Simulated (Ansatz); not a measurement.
`[AlH2][CH2][SiH2][GeH3]` → `[AlH2][CH2][SiH3]` + `[GeH2]` at 400 K and 1 bar (germylene loss).

Program: Ansatz. Geometries: PBE0-D4/def2-TZVP. ΔE: electronic, gas phase. CBS: MP2 limit from def2 TZ/QZ plus the TZ coupled-cluster correction, frozen cores. For Ge outer-core shells are correlated without core-valence functions, which leaves a few kJ/mol of doubt a bond. Scalar relativity is left out up to krypton. One conformer a species, not always the lowest.

```json
{"species": "`[AlH2][CH2][SiH2][GeH3]`", "CCSD(T)/CBS energy (Eh)": "-2650.66455", "H − E (kJ/mol)": "251.8", "S (J/(mol·K))": "421.9"}
{"species": "`[AlH2][CH2][SiH3]`", "CCSD(T)/CBS energy (Eh)": "-573.34237", "H − E (kJ/mol)": "199.1", "S (J/(mol·K))": "362.2"}
{"species": "`[GeH2]`", "CCSD(T)/CBS energy (Eh)": "-2077.24753", "H − E (kJ/mol)": "42.4", "S (J/(mol·K))": "231.0"}
```

H − E and S are ideal-gas, rigid-rotor, harmonic terms from PBE0-D4/def2-TZVP, for one conformer and one mirror image of each species. 1 Eh = 2625.50 kJ/mol, R = 8.31446 J/(mol·K).

Task: By hand: ΔE, ΔH, ΔS and ΔG.

Result: ΔE = (-573.34237) + (-2077.24753) − (-2650.66455) = 0.07465 Eh = 196.0 kJ/mol. Δ(H − E) = 199.1 + 42.4 − 251.8 = -10.3, so ΔH = 185.7 kJ/mol. ΔS = 362.2 + 231.0 − 421.9 = 171.3 J/(mol·K). ΔG = 185.7 − 400 × (171.3)/1000 = 117.2 kJ/mol.

Task: By hand: the equilibrium constant, and the temperature at which ΔG would vanish if ΔH and ΔS stayed fixed.

Result: log₁₀ K = −ΔG/(RT ln 10) = -15.3. ΔG = 0 at ΔH/ΔS = 1084 K.

The number of gas molecules changes by +1, which sets the sign of ΔS. A doubt of 5 kJ/mol in ΔE shifts log₁₀ K by 0.7 here. Other conformers and mirror images would add mixing entropy, several J/(mol·K) or more a flexible species. These are equilibria of isolated gas molecules and say nothing of rates. Largest T1 diagnostic: 0.012 (customary marks: 0.02 for closed shells, 0.045 for open ones).
